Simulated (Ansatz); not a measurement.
Consider the redistribution: `NC[SiH](O)F` + `O[SiH](Cl)[GeH3]` → `O[Si@H](Cl)[Si@@H](O)F` + `N[CH2][GeH3]`.

Gas-phase electronic energies from Ansatz, PBE0-D4/def2-TZVP geometries. CCSD(T)/CBS is the MP2 limit (def2-TZVPP, def2-QZVPP) plus CCSD(T) − MP2 in def2-TZVPP, frozen cores. For Ge outer-core shells are correlated without core-valence functions, which leaves a few kJ/mol of doubt a bond. Scalar relativity is left out up to krypton. One conformer a species, not always the lowest.

| species | CCSD/CBS(def2) energy (Eh) |
| --- | --- |
| `NC[SiH](O)F` | -560.49624 |
| `O[SiH](Cl)[GeH3]` | -2903.21555 |
| `O[Si@H](Cl)[Si@@H](O)F` | -1290.66149 |
| `N[CH2][GeH3]` | -2173.03170 |

Problem. Work out ΔE.

Solution. ΔE = (-1290.66149) + (-2173.03170) − (-560.49624) − (-2903.21555) = 0.01860 Eh = +48.8 kJ/mol. CCSD(T)/CBS gives +48.7 kJ/mol.

Largest T1 diagnostic among the species: 0.012.
